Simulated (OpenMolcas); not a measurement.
**SiCNCl2F: a line through the functionals**

SiCNCl2F has 6 atoms, charge 0, and is taken as a singlet. SMILES: `N#C[Si](F)(Cl)Cl`. The coordinates come from a PBE0-D4/def2-TZVP relaxation.

The HOMO–LUMO gap y, in eV, basis cc-pVDZ; a is the functional's share of exact exchange. Programs: OpenMolcas 26.06.

| functional | program | a | y (eV) |
| --- | --- | --- | --- |
| TPSS | OpenMolcas | 0 | 6.69 |
| r2SCAN | OpenMolcas | 0 | 7.01 |
| B3LYP | OpenMolcas | 0.2 | 8.36 |
| PBE0 | OpenMolcas | 0.25 | ? |
| BHLYP | OpenMolcas | 0.5 | 11.24 |

Problem. Fit y = c + s·a to the known rows and predict PBE0.

Solution. 
1. Means of the 4 rows: a = 0.1750, y = 8.325.
2. Σ(Δa)² = 0.1675, Σ(Δa·Δy) = 1.4645, so the slope is 1.4645/0.1675 = 8.7433.
3. Intercept: 8.325 − (8.7433) × 0.1750 = 6.795. The largest residual of the fit is 0.22.
4. PBE0: 6.795 + (8.7433) × 0.25 = 8.98 eV.

The run gave 8.84 eV, so the prediction is off by +0.14 eV, within the largest residual. Exact exchange lowers occupied levels and raises empty ones. The rows mix families of semi-local functionals, which the line can't see.
